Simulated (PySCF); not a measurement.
Isomers of C4H10ClFSi2.

All values: PBE0/pcSseg-1 (PySCF) at GFN2-xTB geometries, gas phase, one conformer each.

Question: Rank by the lowest IAO charge on any atom, highest value first.
A. `[CH3:1][C@@H:2]1[SiH2:3][CH2:4][Si@H:5]1[C@@H:6]([F:7])[Cl:8]` with C4–Si5–C6–F7 46°, C1–C2–Si3–C4 -113°, C2–Si3–C4–Si5 -6°, Si3–C4–Si5–C6 -105°, C1–C2–Si5–C4 113°
B. `[CH3:1][CH2:2][Si@H:3]([Cl:4])/[C:5]([F:6])=[CH:7]/[SiH3:8]` with C1–C2–Si3–Cl4 -58°, C2–Si3–C5–F6 -168°
C. `[CH2:1]=[CH:2][SiH2:3][C@@H:4]([F:5])[SiH2:6][CH2:7][Cl:8]` with C1–C2–Si3–C4 3°, C2–Si3–C4–F5 176°, Si3–C4–Si6–C7 -131°, C4–Si6–C7–Cl8 -179°
D. `[CH2:1]=[CH:2][SiH2:3][SiH2:4][C@@H:5]([Cl:6])[CH2:7][F:8]` with C1–C2–Si3–Si4 91°, C2–Si3–Si4–C5 -53°, Si3–Si4–C5–Cl6 175°, Si4–C5–C7–F8 61°
E. `[F:1][C@@H:2]([SiH3:3])[Si@@H:4]([Cl:5])[CH:6]1[CH2:7][CH2:8]1` with F1–C2–Si4–Cl5 66°, C2–Si4–C6–C7 85°

Answer: D (-0.412 e), E (-0.441 e), C (-0.517 e), B (-0.546 e), A (-0.834 e).

Question: Rank by LUMO energy, lowest first.
A. `[CH3:1][C@@H:2]1[SiH2:3][CH2:4][Si@H:5]1[C@@H:6]([F:7])[Cl:8]` with C4–Si5–C6–F7 46°, C1–C2–Si3–C4 -113°, C2–Si3–C4–Si5 -6°, Si3–C4–Si5–C6 -105°, C1–C2–Si5–C4 113°
B. `[F:1][C@@H:2]([SiH3:3])[Si@@H:4]([Cl:5])[CH:6]1[CH2:7][CH2:8]1` with F1–C2–Si4–Cl5 66°, C2–Si4–C6–C7 85°
C. `[CH2:1]=[CH:2][SiH2:3][SiH2:4][C@@H:5]([Cl:6])[CH2:7][F:8]` with C1–C2–Si3–Si4 91°, C2–Si3–Si4–C5 -53°, Si3–Si4–C5–Cl6 175°, Si4–C5–C7–F8 61°
D. `[CH3:1][CH2:2][Si@H:3]([Cl:4])/[C:5]([F:6])=[CH:7]/[SiH3:8]` with C1–C2–Si3–Cl4 -58°, C2–Si3–C5–F6 -168°

Answer: D (-1.07 eV), C (-0.70 eV), A (-0.21 eV), B (0.17 eV).

Question: Rank by dipole moment, highest first.
A. `[CH3:1][CH2:2][C@@H:3]1[SiH2:4][Si@@H:5]([Cl:6])[C@@H:7]1[F:8]` with C1–C2–C3–Si4 -69°
B. `[CH3:1][C@@H:2]1[SiH2:3][CH2:4][Si@H:5]1[C@@H:6]([F:7])[Cl:8]` with C4–Si5–C6–F7 46°, C1–C2–Si3–C4 -113°, C2–Si3–C4–Si5 -6°, Si3–C4–Si5–C6 -105°, C1–C2–Si5–C4 113°
C. `[CH2:1]=[CH:2][SiH2:3][SiH2:4][C@@H:5]([Cl:6])[CH2:7][F:8]` with C1–C2–Si3–Si4 91°, C2–Si3–Si4–C5 -53°, Si3–Si4–C5–Cl6 175°, Si4–C5–C7–F8 61°
D. `[F:1][C@@H:2]([SiH3:3])[Si@@H:4]([Cl:5])[CH:6]1[CH2:7][CH2:8]1` with F1–C2–Si4–Cl5 66°, C2–Si4–C6–C7 85°
E. `[CH3:1][CH2:2][Si@H:3]([Cl:4])/[C:5]([F:6])=[CH:7]/[SiH3:8]` with C1–C2–Si3–Cl4 -58°, C2–Si3–C5–F6 -168°

Answer: D (3.19 D), E (2.69 D), B (2.11 D), A (1.89 D), C (0.86 D).

All values together:

```tsv
SMILES	μ (D)	HOMO (eV)	LUMO (eV)	lowest IAO charge (e)	highest IAO charge (e)	lowest Hirshfeld charge (e)	highest Hirshfeld charge (e)
C[C@@H]1[SiH2]C[Si@H]1[C@@H](F)Cl	2.11	-7.71	-0.21	-0.834 (C)	+0.885 (Si)	-0.258 (C)	+0.347 (Si)
C=C[SiH2][SiH2][C@@H](Cl)CF	0.86	-7.67	-0.70	-0.412 (C)	+0.462 (Si)	-0.136 (C)	+0.241 (Si)
C=C[SiH2][C@@H](F)[SiH2]CCl	2.63	-7.89	-0.66	-0.517 (C)	+0.758 (Si)	-0.135 (C)	+0.329 (Si)
CC[C@@H]1[SiH2][Si@@H](Cl)[C@@H]1F	1.89	-7.61	-1.03	-0.413 (C)	+0.624 (Si)	-0.126 (Cl)	+0.265 (Si)
F[C@@H]([SiH3])[Si@@H](Cl)C1CC1	3.19	-7.99	0.17	-0.441 (C)	+0.935 (Si)	-0.138 (C)	+0.354 (Si)
CC[Si@H](Cl)/C(F)=C/[SiH3]	2.69	-7.88	-1.07	-0.546 (C)	+0.924 (Si)	-0.163 (C)	+0.364 (Si)
```

Conformers: `[CH3:1][C@@H:2]1[SiH2:3][CH2:4][Si@H:5]1[C@@H:6]([F:7])[Cl:8]` with C4–Si5–C6–F7 46°, C1–C2–Si3–C4 -113°, C2–Si3–C4–Si5 -6°, Si3–C4–Si5–C6 -105°, C1–C2–Si5–C4 113°; `[CH2:1]=[CH:2][SiH2:3][SiH2:4][C@@H:5]([Cl:6])[CH2:7][F:8]` with C1–C2–Si3–Si4 91°, C2–Si3–Si4–C5 -53°, Si3–Si4–C5–Cl6 175°, Si4–C5–C7–F8 61°; `[CH2:1]=[CH:2][SiH2:3][C@@H:4]([F:5])[SiH2:6][CH2:7][Cl:8]` with C1–C2–Si3–C4 3°, C2–Si3–C4–F5 176°, Si3–C4–Si6–C7 -131°, C4–Si6–C7–Cl8 -179°; `[CH3:1][CH2:2][C@@H:3]1[SiH2:4][Si@@H:5]([Cl:6])[C@@H:7]1[F:8]` with C1–C2–C3–Si4 -69°; `[F:1][C@@H:2]([SiH3:3])[Si@@H:4]([Cl:5])[CH:6]1[CH2:7][CH2:8]1` with F1–C2–Si4–Cl5 66°, C2–Si4–C6–C7 85°; `[CH3:1][CH2:2][Si@H:3]([Cl:4])/[C:5]([F:6])=[CH:7]/[SiH3:8]` with C1–C2–Si3–Cl4 -58°, C2–Si3–C5–F6 -168°.
